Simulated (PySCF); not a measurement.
Isomers of C6H14N2Si2 side by side.

PySCF, wB97X-D/def2-SVPD, density fitting, gas phase; each molecule at its own PBE0-D3(BJ)/def2-SVP geometry, one conformer. Singlet excitations by full TDDFT with frozen cores, triplets by Tamm–Dancoff TDDFT and ionisation energies by ΔSCF, from the lowest of the holes tried. 

Torsions of the conformers computed, which needn't be the lowest (atom-mapped SMILES):
- `[CH3:1][N:2]([CH3:3])[Si@H:4]1[CH:5]=[CH:6][Si@@H:7]([NH2:8])[CH:9]=[CH:10]1`: C1–N2–Si4–C5 143°, H–N8–Si7–C6 -152°, H–N8–Si7–C6 65°
- `[CH:1]#[C:2][C:3](=[CH2:4])[N:5]([SiH3:6])[SiH2:7][N:8]([CH3:9])[CH3:10]`: C2–C3–N5–Si6 -21°, C3–N5–Si7–N8 -50°, N5–Si7–N8–C9 113°
- `[CH3:1][N:2]([CH3:3])[Si@H:4]1[CH:5]=[CH:6][Si@H:7]([NH2:8])[CH:9]=[CH:10]1`: C1–N2–Si4–C5 -68°, H–N8–Si7–C6 156°, H–N8–Si7–C6 -62°
- `[CH3:1][Si@@H:2]([SiH2:3][NH2:4])[C@H:5]1[CH2:6][C@H:7]([C:8]#[N:9])[CH2:10]1`: C1–Si2–Si3–N4 -166°, C1–Si2–C5–C6 76°, H–N4–Si3–Si2 -168°, H–N4–Si3–Si2 56°
- `[CH3:1][Si@@H:2]([SiH2:3][NH2:4])[C@H:5]1[CH2:6][C@@H:7]([C:8]#[N:9])[CH2:10]1`: C1–Si2–Si3–N4 179°, C1–Si2–C5–C6 -52°, H–N4–Si3–Si2 -168°, H–N4–Si3–Si2 56°
- `[CH3:1][SiH2:2][NH:3][SiH2:4][C@@H:5]1[CH2:6][CH2:7][C@@H:8]1[C:9]#[N:10]`: C1–Si2–N3–Si4 -110°, Si2–N3–Si4–C5 99°, N3–Si4–C5–C6 165°
- `[CH2:1]=[N:2][C@@H:3]1[C@H:4]2[CH2:5][C@:6]1([N:7]([SiH3:8])[SiH3:9])[CH2:10]2`: C1–N2–C3–C4 -146°, C5–C6–N7–Si8 -149°
- `[CH3:1][SiH2:2][NH:3][SiH2:4][C@@H:5]1[CH2:6][CH2:7][C@H:8]1[C:9]#[N:10]`: C1–Si2–N3–Si4 128°, Si2–N3–Si4–C5 -81°, N3–Si4–C5–C6 170°
- `[CH3:1][n:2]1[cH:3][cH:4][c:5]([C@H:6]([SiH3:7])[NH:8][SiH3:9])[cH:10]1`: C4–C5–C6–Si7 -65°, C5–C6–N8–Si9 -85°

The conformers of `N#C[C@@H]1CCN([SiH2]C[SiH3])C1`, `C#CCN[Si@@]1(C)CC[SiH2]N1` and `N#C[SiH2]N[SiH2]C1CCCC1` aren't listed.

Reference: `CN(C)[Si@H]1C=C[Si@@H](N)C=C1`, with HOMO energy -8.00 eV, LUMO energy 0.69 eV, lowest singlet excitation 4.66 eV, lowest triplet excitation 4.04 eV, mean polarisability 136.8 au and vertical ionisation energy 7.94 eV.

Changes against it:

```
                                 molecule  Δ electronic energy (kcal/mol)  Δ HOMO energy (eV)  Δ LUMO energy (eV)  Δ lowest singlet excitation (eV)  Δ lowest triplet excitation (eV)  Δ mean polarisability (au)  Δ vertical ionisation energy (eV)
    C[Si@@H]([SiH2]N)[C@H]1C[C@@H](C#N)C1                           +14.6               -1.11               +0.78                             +1.38                             +1.61                        -3.2                              +1.24
        C[SiH2]N[SiH2][C@@H]1CC[C@@H]1C#N                            -0.3               -1.05               +1.19                             +1.98                             +2.20                        -7.4                              +1.10
C=N[C@@H]1[C@H]2C[C@]1(N([SiH3])[SiH3])C2                           +59.8               -0.63               +0.59                             +0.25                             +0.15                        -3.2                              +0.55
           N#C[C@@H]1CCN([SiH2]C[SiH3])C1                           +12.2               -0.45               +1.03                             +1.41                             +1.92                        -3.9                              +0.42
         C[SiH2]N[SiH2][C@@H]1CC[C@H]1C#N                            -0.1               -1.11               +1.09                             +1.74                             +2.10                        -6.7                              +1.16
           Cn1ccc([C@H]([SiH3])N[SiH3])c1                           +19.1               +0.18               +1.21                             +1.22                             +0.34                        +4.4                              -0.18
                C#CCN[Si@@]1(C)CC[SiH2]N1                            -6.9               -0.63               +1.25                             +1.78                             +1.37                        -6.2                              +0.65
                  N#C[SiH2]N[SiH2]C1CCCC1                           -15.8               -1.57               +0.27                             +1.63                             +1.77                       -10.0                              +1.62
```

Rows whose labels were lost:

```
row  Δ electronic energy (kcal/mol)  Δ HOMO energy (eV)  Δ LUMO energy (eV)  Δ lowest singlet excitation (eV)  Δ lowest triplet excitation (eV)  Δ mean polarisability (au)  Δ vertical ionisation energy (eV)
  P                           +47.6               -0.16               +0.20                             +0.51                             -0.76                        +3.0                              +0.11
  Q                             0.0               +0.02               -0.01                             -0.06                             -0.03                        +0.1                              -0.02
  R                           +13.5               -1.20               +0.65                             +1.36                             +1.57                        -0.4                              +1.33
```

Which row belongs to which of `C#CC(=C)N([SiH3])[SiH2]N(C)C`, `CN(C)[Si@H]1C=C[Si@H](N)C=C1` and `C[Si@@H]([SiH2]N)[C@H]1C[C@H](C#N)C1`?

P = `C#CC(=C)N([SiH3])[SiH2]N(C)C`, Q = `CN(C)[Si@H]1C=C[Si@H](N)C=C1` and R = `C[Si@@H]([SiH2]N)[C@H]1C[C@H](C#N)C1`. P and Q are told apart most clearly by the electronic energy (+47.6 against 0.0 kcal/mol); P and R are told apart most clearly by the electronic energy (+47.6 against +13.5 kcal/mol); Q and R are told apart most clearly by the lowest triplet excitation (-0.03 against +1.57 eV); R comes close to the labelled row of `C[Si@@H]([SiH2]N)[C@H]1C[C@@H](C#N)C1` in every column.

Fit a straight line for the change of the electronic energy against that of the lowest singlet excitation over the labelled rows, and test it on P, Q and R.

Over the 8 labelled rows the slope is -40.4 kcal/mol/eV, the intercept +67.8 kcal/mol, r = -0.93 and the standard error 9 kcal/mol. P: predicted +47.2, computed +47.6 kcal/mol; Q: predicted +70.3, computed 0.0 kcal/mol; R: predicted +12.9, computed +13.5 kcal/mol. The mean miss is 24 kcal/mol, against 17 kcal/mol for guessing the labelled rows' mean: the line is of no use for them.

wB97X-D is run here without its empirical dispersion term; that term would change no orbital, density or response property at a fixed geometry.
